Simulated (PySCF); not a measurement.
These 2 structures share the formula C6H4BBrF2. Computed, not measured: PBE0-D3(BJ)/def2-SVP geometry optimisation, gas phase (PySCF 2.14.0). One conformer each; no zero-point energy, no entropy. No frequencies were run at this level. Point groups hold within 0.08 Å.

**Question.** Order them by energy at this level, lowest first, and give relative energies in kcal/mol.
A. `FB(F)c1ccc(Br)cc1`
B. `FB(F)c1cccc(Br)c1`

**Answer.** A (0.0), B (0.4).

Neighbours under 2.5 kcal/mol apart (FB(F)c1ccc(Br)cc1 and FB(F)c1cccc(Br)c1) can change places with a better method, another conformer or zero-point energy.

```
           SMILES       E (Eh)  E rel (kcal/mol)  dipole (D)  point group       A, B, C (MHz)
FB(F)c1ccc(Br)cc1  -3028.45088               0.0        0.84          C2v  3679, 340.8, 311.9
FB(F)c1cccc(Br)c1  -3028.45026               0.4        1.90           Cs  1943, 439.2, 358.2
```

**Question.** As an exercise, what shares would exp(−E/RT) give at 500 K from these electronic energies alone (no entropy, no degeneracies)?

**Answer.** RT = 0.994 kcal/mol: FB(F)c1ccc(Br)cc1 59.6 %, FB(F)c1cccc(Br)c1 40.4 %.
